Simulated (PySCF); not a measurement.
# Assignment exercise: C8H9ClO

Cartesian coordinates in Å; atom numbers follow the order of the lines, from 1:
```xyz
19

C    -2.2193   -1.3660   -0.6948
C    -0.9477   -1.1651   -0.9985
C    -0.0879   -0.1255   -0.3895
C    -0.6516    0.5629    0.8006
C    -0.8734    1.8606    0.8926
C     0.8796    0.5787   -1.2814
C     1.4200   -0.4858   -0.3569
C     2.1871   -0.0539    0.8013
O     2.1994    1.0028    1.3434
Cl    3.2055   -1.3750    1.4336
H    -2.7312   -0.7727    0.0432
H    -2.7982   -2.1297   -1.1844
H    -0.4690   -1.7689   -1.7585
H    -0.8915   -0.0963    1.6253
H    -0.6559    2.5396    0.0857
H    -1.2855    2.2980    1.7849
H     0.8713    0.3570   -2.3378
H     1.1423    1.5955   -1.0344
H     1.6961   -1.4469   -0.7668
```

Calculated, not measured (PySCF 2.14.0 with density-fitted response routines): GFN2-xTB structure, PBE0/pcSseg-1 with gauge-including orbitals. In vacuum, single conformer, no relativistic terms.

Referencing at the same level of theory: TMS for $^{13}$C (σ = 186.93 ppm), $^{1}$H (σ = 31.72 ppm).

Problem. Assign these signals to the numbered atoms. $^{13}$C{$^{1}$H} NMR (computed): δ 178.7 (C), 149.1 (CH), 140.0 (CH), 132.2 (CH2), 124.1 (CH2), 47.6 (C), 41.0 (CH), 25.2 (CH2).

Solution. 
| δ (ppm) | atoms | environment | reason |
| --- | --- | --- | --- |
| 178.7 | C8 | carbonyl carbon | – |
| 149.1 | C2 | alkene CH | the olefinic region |
| 140.0 | C4 | alkene CH | – |
| 132.2 | C5 | terminal =CH2 carbon | an sp2 carbon of a C=C bond |
| 124.1 | C1 | terminal =CH2 carbon | – |
| 47.6 | C3 | three-membered-ring carbon | saturated and bonded to C and H only |
| 41.0 | C7 | three-membered-ring carbon | – |
| 25.2 | C6 | three-membered-ring carbon | – |

Problem. Assign these signals to the numbered atoms. $^{1}$H NMR (500 MHz, computed): δ 6.09 (m, 1H), 5.90 (m, 1H), 5.70 (m, 1H), 5.66 (m, 1H), 5.63 (m, 1H), 5.57 (m, 1H), 2.30 (m, 1H), 1.96 (m, 1H), 1.23 (m, 1H).

Solution. 
6.09 → H14, hydrogen on an alkene CH: olefinic region
5.90 → H16, hydrogen on a terminal =CH2 carbon: attached to an sp2 carbon and in the plane of the double bond
5.70 → H15, hydrogen on a terminal =CH2 carbon
5.66 → H11, hydrogen on a terminal =CH2 carbon
5.63 → H12, hydrogen on a terminal =CH2 carbon
5.57 → H13, hydrogen on an alkene CH: olefinic region
2.30 → H19, hydrogen on a three-membered-ring carbon
1.96 → H18, hydrogen on a three-membered-ring carbon
1.23 → H17, hydrogen on a three-membered-ring carbon: cyclopropane-type protons are shielded by the ring

H15 and H11; H11 and H12; H12 and H13 lie closer than the usual error of such a calculation, so a measured spectrum could show them in the other order.

Carbons that carry Cl, above all several Cl atoms, come out too deshielded, partly because spin–orbit coupling is missing. Shifts are as computed. Against solution values, carbons near 30 ppm lie about +3 ppm off and those near 130 ppm about +5 ppm; carbons on Cl a further +6 ppm. Of 1211 compounds with measured shifts, 218 miss one by over three times the rms of a fit or turn the order of signals round; such compounds aren't used in these exercises. Multiplicities follow the n + 1 count of equivalent neighbours, as no J values were calculated; m marks all less simple cases, F and P coupling included.
